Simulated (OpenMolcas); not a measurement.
Computed levels of 5d² in ions with 70 electrons, in cm-1 above ³F₂.

* Program: OpenMolcas
* Method: CASSCF
* Basis: ANO-RCC-VTZP
* Scalar Hamiltonian: DKH2, point nucleus
* Spin-orbit coupling: state interaction with AMFI integrals over the reference wave functions, term energies averaged over their components

Active space for each ion: 2 electrons in 10 orbitals (5d 6d).

```csv
Level,W4+,Re5+,Ir7+
³F₃,6206,8046,12789
³F₄,11768,14890,22437
³P₀,14829,16510,19820
³P₁,18178,21064,27684
¹G₄,24669,28877,38870
³P₂,25028,29962,41725
¹S₀,49448,56335,71070
```

**Question.** Estimate ³F₄, ³P₀, ³P₁ for Os6+ from its neighbours Re5+ and Ir7+.

**Answer.** ³F₄ is fine structure, which grows about as the fourth power of a screened charge, so the fourth roots are averaged: ((14890^0.25 + 22437^0.25) / 2)^4 = 18374. The calculation gives 18569, so the estimate is off by -1.1 %.
³P₀ is another term, which grows about linearly with the charge: (16510 + 19820) / 2 = 18165. The calculation gives 18027, so the estimate is off by +0.8 %; the measured value is 15837 (van het Hof, Joshi, Wyart and Sugar, J. Res. Natl. Inst. Stand. Technol. 100, 687 (1995)).
³P₁ is another term, which grows about linearly with the charge: (21064 + 27684) / 2 = 24374. The calculation gives 24175, so the estimate is off by +0.8 %; the measured value is 22098 (van het Hof, Joshi, Wyart and Sugar, J. Res. Natl. Inst. Stand. Technol. 100, 687 (1995)).

Mixed levels, with the weight of the term that names them: W4+ ³P₂ (60 %), Re5+ ³P₂ (58 %), Os6+ ³P₂ (56 %), Ir7+ ³P₂ (55 %).

Without dynamic correlation excited terms often stand tens of per cent too high (terms of higher spin than the ground term too low), and those without a measured partner can miss by more than the paired ones. Active for correlation alone: 6d; no level in the range computed is led by a configuration that fills it, so any true level of that kind is missing. Computed and measured levels are paired by configuration, term and J; levels that our copy of the source lacks, or whose pairing is in doubt (as where it misses far off the trend of its configuration), stay unpaired and out of the deviations. Only configurations of the active space appear.
